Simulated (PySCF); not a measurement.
A structure optimised at B3LYP-D3(BJ)/def2-SVP, used in a PySCF frequency run:

```
Si
H 1 1.4765
Br 1 2.2223 2 109.01
Br 1 2.2223 2 109.01 3 120.00
Br 1 2.2223 2 109.01 3 -120.00
```
Charge 0, spin multiplicity 1.

Problem. Write its SMILES, formula and point group.

Solution. Br[SiH](Br)Br, Br3HSi, C3v

Problem. What are its rotational constants (standard atomic weights)?

Solution. 0.92422, 0.92422, 0.47757 GHz
